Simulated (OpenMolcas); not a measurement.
# 3d3 along the 21-electron sequence

* Program: OpenMolcas
* Method: MS-CASPT2, IPEA 0.25 Eh, imaginary shift 0.1 Eh
* Basis: ANO-RCC-VTZP
* Scalar Hamiltonian: DKH2, point nucleus
* Spin-orbit coupling: state interaction with AMFI integrals over the reference wave functions, term energies averaged over their components

Active space for each ion: 3 electrons in 5 orbitals (3d); closed shells correlated by CASPT2: 3s 3p.

Computed levels in cm-1 above 4F 3/2:

| Level | V2+ | Cr3+ | Mn4+ | Fe5+ |
| --- | --- | --- | --- | --- |
| 4F 5/2 | 154 | 247 | 374 | 544 |
| 4F 7/2 | 366 | 583 | 881 | 1275 |
| 4F 9/2 | 632 | 1001 | 1506 | 2170 |
| 2G 7/2 | 11840 | 15110 | 18110 | 21080 |
| 2G 9/2 | 12070 | 15470 | 18640 | 21820 |
| 4P 1/2 | 12080 | 14610 | 17160 | 19600 |
| 4P 3/2 | 12140 | 14710 | 17300 | 19790 |
| 4P 5/2 | 12320 | 15000 | 17760 | 20460 |
| 2P 1/2 | 15530 | 19740 | 23540 | 27410 |
| weight of 4F in the lowest level (%) | 100 | 100 | 100 | 100 |

Measured, with the error of the calculation in %. Measured levels: V2+ from Sugar and Corliss, J. Phys. Chem. Ref. Data 7, 1191 (1978); Cr3+ from Sugar and Corliss, J. Phys. Chem. Ref. Data 6, 317 (1977); Mn4+ from Corliss and Sugar, J. Phys. Chem. Ref. Data 6, 1253 (1977); Fe5+ from Corliss and Sugar, J. Phys. Chem. Ref. Data 11, 135 (1982).

```json
{"Level": "4F 5/2", "V2+": "146 (+6.2)", "Cr3+": "236 (+4.6)", "Mn4+": "359 (+4.2)", "Fe5+": "511 (+6.4)"}
{"Level": "4F 7/2", "V2+": "342 (+7.3)", "Cr3+": "556 (+4.9)", "Mn4+": "835 (+5.5)", "Fe5+": "1188 (+7.3)"}
{"Level": "4F 9/2", "V2+": "584 (+8.2)", "Cr3+": "946 (+5.9)", "Mn4+": "1412 (+6.6)", "Fe5+": "2001 (+8.3)"}
{"Level": "2G 7/2", "V2+": "11966 (-1.1)", "Cr3+": "15052 (+0.4)", "Mn4+": "17892 (+1.2)", "Fe5+": "20616 (+2.3)"}
{"Level": "2G 9/2", "V2+": "12187 (-1.0)", "Cr3+": "15402 (+0.4)", "Mn4+": "18399 (+1.3)", "Fe5+": "21315 (+2.4)"}
{"Level": "4P 1/2", "V2+": "11514 (+4.9)", "Cr3+": "14059 (+3.9)", "Mn4+": "16434 (+4.4)", "Fe5+": "18738 (+4.6)"}
{"Level": "4P 3/2", "V2+": "11592 (+4.8)", "Cr3+": "14177 (+3.8)", "Mn4+": "16595 (+4.3)", "Fe5+": "18942 (+4.5)"}
{"Level": "4P 5/2", "V2+": "11770 (+4.7)", "Cr3+": "14471 (+3.7)", "Mn4+": "17049 (+4.2)", "Fe5+": "19611 (+4.3)"}
{"Level": "2P 1/2", "V2+": "15580 (-0.3)", "Cr3+": "19519 (+1.1)", "Mn4+": "23082 (+2.0)", "Fe5+": "26496 (+3.4)"}
```

The fine-structure level 4F 9/2 changes by a factor of 3.43 from V2+ to Fe5+. Its fourth root runs 5.01, 5.62, 6.23, 6.83, with steps per unit of Z of 0.61, 0.60, 0.60; equal steps would mean a (Z - σ)^4 law with constant σ.

2G 7/2 changes by a factor of 1.78 over the same range, with steps per unit of Z of +3270, +3000, +2970 cm-1.

CASPT2 does not keep the components of a term degenerate, so their means are used; among the terms shown or strongly mixed into the levels shown the widest spread is 1000 cm-1 (3d3 4F, Fe5+). The CASPT2 spread within a term exceeds the gap to the next term for 3d3 2G and 3d3 4P, so the order of their levels is uncertain (holds for V2+). Measured partners are found by configuration, term and J. A level has none where our copy of the source lacks it or the pairing is in doubt (some pairs that miss far off the trend of their configuration count as doubtful), and it then counts in no deviation. Levels of configurations outside the active space are missing.
